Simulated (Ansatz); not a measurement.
`Cl[Si](Cl)(Br)Br` → `Br[Si]Br` + Cl₂ at 700 K and 1 bar (silylene formation by 1,1-elimination).

Gas-phase electronic energies from Ansatz, PBE0-D4/def2-TZVP geometries. CCSD(T)/CBS is the MP2 limit (def2-TZVPP, def2-QZVPP) plus CCSD(T) − MP2 in def2-TZVPP, frozen cores. This one scheme is used for every species. For Br outer-core shells are correlated without core-valence functions, which leaves a few kJ/mol of doubt a bond. Scalar relativity is left out up to krypton.

| species | CCSD(T)/CBS energy (Eh) | H − E (kJ/mol) | S (J/(mol·K)) |
| --- | --- | --- | --- |
| `Cl[Si](Cl)(Br)Br` | -6355.47272 | 78.1 | 456.2 |
| `Br[Si]Br` | -5435.76988 | 41.4 | 353.0 |
| Cl₂ | -919.51390 | 26.9 | 252.9 |

H − E and S are ideal-gas, rigid-rotor, harmonic terms from PBE0-D4/def2-TZVP. 1 Eh = 2625.50 kJ/mol, R = 8.31446 J/(mol·K).

Task: By hand: ΔE, ΔH, ΔS and ΔG.

Result: ΔE = (-5435.76988) + (-919.51390) − (-6355.47272) = 0.18894 Eh = 496.1 kJ/mol. Δ(H − E) = 41.4 + 26.9 − 78.1 = -9.8, so ΔH = 486.3 kJ/mol. ΔS = 353.0 + 252.9 − 456.2 = 149.7 J/(mol·K). ΔG = 486.3 − 700 × (149.7)/1000 = 381.5 kJ/mol.

Task: By hand: the equilibrium constant, and the temperature at which ΔG would vanish if ΔH and ΔS stayed fixed.

Result: log₁₀ K = −ΔG/(RT ln 10) = -28.5. ΔG = 0 at ΔH/ΔS = 3248 K, far beyond where these terms or the molecules hold.

The number of gas molecules changes by +1, which sets the sign of ΔS. A doubt of 5 kJ/mol in ΔE shifts log₁₀ K by 0.4 here. These are equilibria of isolated gas molecules and say nothing of rates. Largest T1 diagnostic: 0.010 (customary marks: 0.02 for closed shells, 0.045 for open ones).
